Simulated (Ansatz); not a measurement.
```yaml
crystal:
  periodic: [false, false, false]
  atoms:
    - {symbol: Si, position_ang: [1.325034, 0.546287, 2.303997]}
    - {symbol: O, position_ang: [0.061154, 0.260238, 1.371872]}
    - {symbol: B, position_ang: [0.068392, -0.026616, 0.005579]}
    - {symbol: Xx, position_ang: [1.186707, -0.133959, -0.692300]}
    - {symbol: Si, position_ang: [1.337645, -0.467299, -2.302155]}
    - {symbol: O, position_ang: [-1.193469, -0.175478, -0.637345]}
    - {symbol: Si, position_ang: [-2.727752, -0.131634, -0.029035]}
    - {symbol: H, position_ang: [2.151596, -0.702036, 2.393648]}
    - {symbol: H, position_ang: [0.827680, 0.758612, 3.693511]}
    - {symbol: H, position_ang: [2.104827, 1.693725, 1.920406]}
    - {symbol: H, position_ang: [0.689064, 0.602306, -3.134825]}
    - {symbol: H, position_ang: [0.845529, -1.780844, -2.620728]}
    - {symbol: H, position_ang: [2.856002, -0.379411, -2.537530]}
    - {symbol: H, position_ang: [-2.876123, -1.103808, 1.027938]}
    - {symbol: H, position_ang: [-3.651002, -0.355613, -1.141067]}
    - {symbol: H, position_ang: [-3.008096, 1.258234, 0.557953]}
basis:
  gaussian: {orbitals: cc-pVTZ-DK}
hamiltonian: {xc: {name: HF}}
correlation: {method: rpa}
scf: {lower_state_search: full}
```

```sh
$ ansatz run in.yaml --threads 2 --pin off --events-out ev --progress --plain --max-ram 20480MiB --backend cpu
```

Shortened log:

```
Error: YAML parse error: error: line 7 column 16: `Xx` is not an element symbol (H … Og, case-exact)
 --> <input>:7:16
5 |     - {symbol: O, position_ang: [0.061154, 0.260238, 1.371872]}
6 |     - {symbol: B, position_ang: [0.068392, -0.026616, 0.005579]}
7 |     - {symbol: Xx, position_ang: [1.186707, -0.133959, -0.692300]}
8 |     - {symbol: Si, position_ang: [1.337645, -0.467299, -2.302155]}
9 |     - {symbol: O, position_ang: [-1.193469, -0.175478, -0.637345]}
```

(1) Something in this input is off. What?

Answers

(1) An element symbol is wrong. The program refused the input.
